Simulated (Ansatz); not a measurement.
```yaml
crystal:
  periodic: [false, false, false]
  atoms:
    - {symbol: C, position_ang: [1.139347, -0.114178, 2.495386]}
    - {symbol: C, position_ang: [0.619237, 0.110890, 1.297967]}
    - {symbol: N, position_ang: [0.208412, 0.297964, 0.349082]}
    - {symbol: Al, position_ang: [-0.486770, 0.742312, -1.299824]}
    - {symbol: C, position_ang: [-1.046428, -0.804778, -1.996015]}
    - {symbol: Cl, position_ang: [-1.846591, 2.026366, -0.710920]}
    - {symbol: Cl, position_ang: [1.109342, 1.572675, -2.079337]}
    - {symbol: H, position_ang: [1.102152, -1.095778, 2.701900]}
    - {symbol: H, position_ang: [2.094846, 0.193801, 2.507295]}
    - {symbol: H, position_ang: [0.616972, 0.392811, 3.186800]}
    - {symbol: H, position_ang: [-1.442813, -0.659246, -2.909600]}
    - {symbol: H, position_ang: [-1.758196, -1.233408, -1.427946]}
    - {symbol: H, position_ang: [-0.290743, -1.461261, -2.101080]}
basis:
  gaussian: {orbitals: def2-SVPD, fitting: {mean_field: def2-universal-jkfit}}
total_charge: -3
magnetization: {spin_polarized: true, initial_magnetization: 1}
hamiltonian: {xc: {name: PBE0}}
output: {forces: true}
```

```sh
$ ansatz run in.yaml --threads 4 --pin off --events-out ev --progress --plain --max-ram 11315MiB
```

It prints (some lines left out):

```
Functional definition: PBE0
794 factors; integrals over basis functions are off by at most 1.8e-1 eV
mean field evaluation 1: about -36293.8454 eV, gradient 3.6e1 eV
mean field evaluation 2: about -36256.6095 eV, gradient 7.6e1 eV
mean field evaluation 4: about -36301.6985 eV, gradient 4.4e0 eV
mean field evaluation 8: about -36301.8442 eV, gradient 8.2e-2 eV
mean field evaluation 16: about -36301.8522 eV, gradient 1.3e-3 eV
mean field -36301.85215524 eV, -1334.0684604260 hartree, gradient 9.9e-6 eV, S^2 0.775254; 9 other end points of the search recorded, 0 dependent functions left out
reference -36301.85218283 eV, -1334.0684614400 hartree; 41, 40 occupied and 165, 166 virtual orbitals, 794 factors
Total energy: -36301.85218283 eV, -1334.0684614400 hartree
Atom 0 at     1.139347    -0.114178     2.495386 Å, force     0.538548    -0.292082     1.261504 eV/Å
Atom 1 at     0.619237     0.110890     1.297967 Å, force     4.789129    -2.226403    11.077296 eV/Å
Atom 2 at     0.208412     0.297964     0.349082 Å, force    -6.460290     2.721516   -14.847785 eV/Å
Atom 3 at    -0.486770     0.742312    -1.299824 Å, force    -0.013677    -1.327963     0.410890 eV/Å
Atom 4 at    -1.046428    -0.804778    -1.996015 Å, force     0.138806     0.612677     0.098295 eV/Å
Atom 5 at    -1.846591     2.026366    -0.710920 Å, force    -3.518552     3.098285     1.190711 eV/Å
Atom 6 at     1.109342     1.572675    -2.079337 Å, force     3.825230     1.971315    -2.208739 eV/Å
Atom 7 at     1.102152    -1.095778     2.701900 Å, force    -0.005961    -4.069412     1.179396 eV/Å
Atom 8 at     2.094846     0.193801     2.507295 Å, force     4.018846     1.171013     0.366325 eV/Å
Atom 9 at     0.616972     0.392811     3.186800 Å, force    -1.987721     1.980585     3.128375 eV/Å
Atom 10 at    -1.442813    -0.659246    -2.909600 Å, force    -1.632398     0.648733    -3.778602 eV/Å
Atom 11 at    -1.758196    -1.233408    -1.427946 Å, force    -2.998986    -1.655030     2.507752 eV/Å
Atom 12 at    -0.290743    -1.461261    -2.101080 Å, force     3.307027    -2.633233    -0.385420 eV/Å
Dipole moment:    -0.179061    -0.151492    -0.337002 e Å
```

**Question.** Something in this input is off. What?

**Answer.** The charge is far from anything that the molecule holds. Self-consistency was reached. The result belongs to that input, not to the molecule as meant.
